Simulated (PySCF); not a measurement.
A structure optimised at B3LYP-D3(BJ)/def2-SVP, used in a PySCF frequency run:

```xyz
10

In    -0.1375     0.1368     0.1252
F     -2.0716     0.2419     0.5385
C      0.4410    -1.2648    -1.3794
C      1.7149    -1.5172    -1.7040
H     -0.3624    -1.7978    -1.9008
H      1.9768    -2.2482    -2.4800
H      2.5631    -1.0201    -1.2204
N      0.8798     1.3070     1.4398
H      0.3313     2.0377     1.8900
H      1.7784     1.6894     1.1529
```
Charge 0, spin multiplicity 1.

Problem. Write its SMILES and formula.

Solution. C=[CH][In]([NH2])[F], C2H5FInN

Problem. What are its rotational constants (standard atomic weights)?

Solution. 4.8124, 2.0919, 1.4616 GHz
